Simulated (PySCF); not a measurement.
## Dipole moment and polarisability of `O[Si@H](C[SiH3])C(F)(F)F`

Compound: C₂H₇F₃OSi₂.
Structure used (GFN2-xTB), in Å, numbered top down from 1:
```xyz
15
C2H7F3OSi2 angstrom
O     -1.6830   -0.5791   -1.7925
Si    -0.7537    0.2543   -0.7628
C      0.9442   -0.5492   -0.6856
Si     2.1985    0.3197    0.4634
C     -1.5728    0.0473    0.9979
F     -2.9271    0.0888    0.9184
F     -1.2817   -1.1276    1.5950
F     -1.2298    1.0060    1.8810
H     -2.6385   -0.5663   -1.7844
H     -0.8145    1.6921   -1.0103
H      1.3547   -0.5920   -1.6930
H      0.8329   -1.5841   -0.3582
H      1.6921    0.3568    1.8321
H      3.4527   -0.4375    0.4124
H      2.4214    1.6788   -0.0354
```

Level: PBE0/def2-SVPD (PySCF), static field, nuclei fixed, core orbitals frozen in the response. The polarisability tensor in these axes (au):

```
x   93.52  0.59  4.02
y    0.59 74.41  1.64
z    4.02  1.64 78.76
```

Give the principal values, the mean and the anisotropy Δα = √{½[(α1 − α2)² + (α2 − α3)² + (α1 − α3)²]}.

Principal values 73.83, 78.27 and 94.59 au; mean 82.23 au = 12.19 Å³ = 13.56 × 10⁻⁴⁰ C²·m²/J; Δα = 18.93 au (23 % of the mean).

What is the dipole moment, and where does it point?

(0.66, 0.06, -2.04) D, 2.14 D in size, pointing from the negative to the positive side. Measured along this direction, the outermost atoms are F8 at the negative end and H11 at the positive end.

Orientational against electronic polarisability at 298 K (dilute gas, rigid molecules)?

In Gaussian units μ²/3kT = 37.22 Å³ against 12.19 Å³, a ratio of 3.05; the Debye molar polarisation (4π/3)N_A(α + μ²/3kT) is 124.6 cm³/mol, leaving out the vibrational part.

Find the Langevin capture rate constant for H3+ (3.023 u) meeting this molecule (159.999 u), k = 2.342 × 10⁻⁹ cm³/s × √(α in Å³ / reduced mass in u).

The reduced mass is 2.97 u, so k = 4.75 × 10⁻⁹ cm³/s. The formula leaves out the permanent dipole, which adds to the capture rate.

Along which axes do the principal values lie, and how far do the nuclei extend along each?

Largest value along (0.97, 0.05, 0.25), where the nuclei span 6.45 Å; middle along (-0.25, 0.34, 0.90), 4.43 Å; least along (0.04, 0.94, -0.35), 3.56 Å. The response follows the extents in order.

Geometry: GFN2-xTB, one conformer, isolated molecule.

These values come from a run that also computed excited states. The run took 57 s of wall time on one thread of an Intel Xeon Platinum 8259CL at 2.50 GHz, shared host with 96 logical CPUs at a one-minute load of 21, and the process peaked at 0.94 GiB of memory.
